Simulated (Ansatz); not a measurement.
CH7AlB2 (`B[CH](B)[AlH2]`). Charge 0, multiplicity 1. Geometry: relaxed with PBE0-D4/def2-TZVP.

```xyz
11

B    -1.049   -0.725   -0.811
C    -0.600   -0.323    0.582
B    -0.301    1.144    0.611
Al    1.365   -0.282    0.016
H    -1.843   -1.608   -0.956
H    -0.651   -0.146   -1.783
H    -1.025   -0.833    1.439
H    -0.684    1.989    1.357
H     0.552    1.541   -0.214
H     1.836   -0.630   -1.446
H     2.400   -0.128    1.206
```

Question: What is the dipole moment at PBE/def2-TZVPP? (An estimate is asked.)

Answer: The calculation gave: 0.74 D, with components (-0.17, 0.22, 0.68) D in this frame, pointing from negative to positive charge.

Question: And with r2SCAN, B3LYP, ωB97M-V? (Estimate.)

Answer: Computed: r2SCAN 0.77 D, B3LYP 0.72 D, ωB97M-V 0.74 D.

Question: Give the Mulliken charges with PBE, r2SCAN, ωB97M-V in def2-TZVPP. (Best estimate.)

Answer: Ansatz gave: 
| atom | PBE | r2SCAN | ωB97M-V |
| --- | --- | --- | --- |
| B1 | -0.17 | -0.10 | -0.22 |
| C2 | -0.04 | -0.12 | -0.22 |
| B3 | -0.04 | 0.01 | -0.11 |
| Al4 | 0.27 | 0.39 | 0.29 |
| H5 | 0.03 | 0.01 | 0.09 |
| H6 | 0.04 | 0.02 | 0.09 |
| H7 | 0.08 | 0.06 | 0.10 |
| H8 | 0.04 | 0.03 | 0.11 |
| H9 | 0.01 | -0.02 | 0.05 |
| H10 | -0.09 | -0.13 | -0.09 |
| H11 | -0.11 | -0.15 | -0.10 |

B3LYP here is the variant with VWN-RPA as its local correlation; programs differ in this.
